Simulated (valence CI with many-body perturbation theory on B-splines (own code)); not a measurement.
**Gd¹⁴⁺: calculated level list**

Calculated by relativistic CI+MBPT: four valence electrons over a frozen Dirac-Fock core [Kr] 4d10, a basis of 7 s, 7 p, 7 d, 7 f, 4 g, 2 h functions for each j, with the one-electron correlation potential Σ1 (screened to all orders), the two-electron term Σ2, the three-electron term Σ3, Breit, model QED; selected single and double excitations, second order for the rest, scaled by the run's own slope (own B-spline code, finite nucleus).

No measured spectrum was set against this ion. As an estimate, terms of the open shell hold to a few per cent of their energy, and close levels can change places; configurations with another count of f electrons can be misplaced by thousands of cm⁻¹.

Levels 181 to 194 of 194, with energies above the lowest level, 4f3.5s 5I°_4. "Leading %" is the weight of the configuration and term that name the level; weights of strongly mixed levels are sums over their largest components and can fall short. In the jj column 3d3/2^4 stands for four electrons in 3d with j = 3/2. Lifetimes count E1, E2, E3, M1 and M2 decay at the calculated energies, and are blank where another channel may lead or the interval is too uncertain; long ones can be off by a factor of two.

| No. | Configuration | Term | J | E (cm⁻¹) | Leading % | Leading jj | Lifetime |
| --- | --- | --- | --- | --- | --- | --- | --- |
| 181 | 4f2.5s2 | 1S | 0 | 127340 | 62 | 4f7/2^2 5s^2 (45 %) | 77.3 μs |
| 182 | 4f4 | 3D | 1 | 128370 | 97 | 4f5/2 4f7/2^3 (56 %) | 31.1 μs |
| 183 | 4f3.5s | 3F° | 4 | 128480 | 97 | 4f5/2^2 4f7/2 5s (51 %) | 46.1 μs |
| 184 | 4f4 | 3D | 2 | 129160 | 58 | 4f5/2^2 4f7/2^2 (42 %) | 22.3 μs |
| 185 | 4f3.5s | 3F° | 3 | 129810 | 94 | 4f5/2 4f7/2^2 5s (45 %) | 42.9 μs |
| 186 | 4f3.5s | 3F° | 2 | 131270 | 99 | 4f5/2 4f7/2^2 5s (86 %) | 40.5 μs |
| 187 | 4f3.5s | 1F° | 3 | 137320 | 95 | 4f5/2 4f7/2^2 5s (60 %) | 28.7 μs |
| 188 | 4f4 | 1H | 5 | 138510 | 84 | 4f5/2 4f7/2^3 (36 %) | 18.6 μs |
| 189 | 4f4 | 3F | 4 | 143290 | 96 | 4f5/2^2 4f7/2^2 (54 %) | 10.2 μs |
| 190 | 4f4 | 1S | 0 | 143790 | 57 | 4f5/2 4f7/2^3 (35 %) | 7.15 μs |
| 191 | 4f4 | 3F | 2 | 144100 | 93 | 4f5/2^2 4f7/2^2 (52 %) | 14.0 μs |
| 192 | 4f4 | 3F | 3 | 144480 | 93 | 4f5/2 4f7/2^3 (81 %) | 12.8 μs |
| 193 | 4f4 | 3H | 6 | 148280 | 64 | 4f5/2^2 4f7/2^2 (82 %) | 6.45 μs |
| 194 | 4f4 | 3H | 4 | 149320 | 98 | 4f5/2^2 4f7/2^2 (64 %) | 10.4 μs |

Names give the largest LS component (configuration and term), which can be under half, so a name can repeat, a term be missing and a line seem to break the LS rules; names also repeat where a configuration has a term twice.
